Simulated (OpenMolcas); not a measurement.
V3+: effect of the active space

```yaml
Program: OpenMolcas 26.06
Method: CASSCF or its RAS form
Basis: ANO-RCC-VTZP
Scalar_Hamiltonian: DKH2, point nucleus
Spin-orbit_coupling: RASSI with atomic mean-field integrals over the reference wave functions, term energies averaged over their components
```

A. 2 electrons in 5 orbitals (3d); 2S+1 = 3 even, 10 roots; 2S+1 = 1 even, 15 roots; cost about 6 core-seconds
B. 8 electrons in 8 orbitals (RAS1 3p, at most 2 holes; RAS2 3d); 2S+1 = 3 even, 10 roots; 2S+1 = 1 even, 15 roots; cost of the order of 19 core-seconds
C. 2 electrons in 9 orbitals (RAS2 3d 4s; RAS3 4p, at most 2 electrons); 2S+1 = 3 even, 10 roots; 2S+1 = 1 even, 20 roots kept (CI in the orbitals of an earlier block); 2S+1 = 3 odd, 15 roots; 2S+1 = 1 odd, 15 roots kept (CI in the orbitals of an earlier block); cost of the order of 70 core-seconds
D. 2 electrons in 10 orbitals (3d 4d); 2S+1 = 3 even, 10 roots; 2S+1 = 1 even, 15 roots; cost roughly 12 core-seconds

Energies in cm⁻¹ above 3d² ³F₂, the measured ground level; measured values from Sugar and Corliss, J. Phys. Chem. Ref. Data 7, 1191 (1978).

```json
{"Level": "3d² ³F₂", "A": "0.0", "B": "0.0", "C": "0.0", "D": "0.0", "Measured": "0.0"}
{"Level": "3d² ³F₃", "A": "326", "B": "350", "C": "326", "D": "328", "Measured": "325"}
{"Level": "3d² ³F₄", "A": "748", "B": "801", "C": "748", "D": "752", "Measured": "735"}
{"Level": "3d² ¹D₂", "A": "13929", "B": "12735", "C": "13790", "D": "13524", "Measured": "10959"}
{"Level": "3d² ³P₀", "A": "16475", "B": "15632", "C": "16388", "D": "16052", "Measured": ""}
{"Level": "3d² ³P₁", "A": "16588", "B": "15754", "C": "16502", "D": "16164", "Measured": "13239"}
{"Level": "3d² ³P₂", "A": "16832", "B": "16010", "C": "16748", "D": "16404", "Measured": "13458"}
{"Level": "3d² ¹G₄", "A": "21426", "B": "22255", "C": "21561", "D": "20818", "Measured": "18391"}
{"Level": "3d² ¹S₀", "A": "52049", "B": "46117", "C": "51749", "D": "49552", "Measured": "42462"}
```

Deviations, from unrounded energies. A percentage is the sum of absolute deviations over the sum of measured energies, with the sign that they share, or ± where signs differ.

| Against measurement | Levels | A | B | C | D |
| --- | --- | --- | --- | --- | --- |
| mean absolute deviation (cm-1) | 7 | 3200 | 2100 | 3100 | 2600 |
| fine structure of the ground term (%) | 2 | +1.3 | +8.6 | +1.3 | +1.8 |
| other terms of the ground configuration (%) | 5 | +22.7 | +14.6 | +22.2 | +18.2 |

B lies closest to measurement on these levels and A furthest from it. The largest miss of B in the table is 3d² ¹G₄, by +3900 cm-1. The ranking rests on the paired levels alone, and a cruder setting can come out closer through cancelling errors.

Among A to D the level of the table that moves most is 3d² ¹S₀, by 5900 cm-1 (lowest in B, highest in A).

Without dynamic correlation excited terms often stand tens of per cent too high (terms of higher spin than the ground term too low), and those without a measured partner can miss by more than the paired ones. Active for correlation alone: 3p; no level in the range computed is led by a configuration that opens it, so any true level of that kind is missing (holds for B). Terms from blocks run as CI alone lack orbitals of their own (holds for C). Active for correlation alone: 4d; no level in the range computed is led by a configuration that fills it, so any true level of that kind is missing (holds for D). Computed and measured levels are paired by configuration, term and J; levels that our copy of the source lacks, or whose pairing is in doubt (as where it misses far off the trend of its configuration), stay unpaired and out of the deviations. Only configurations of the active space appear. The table leaves out levels that lie high or whose names do not pair safely across all columns.
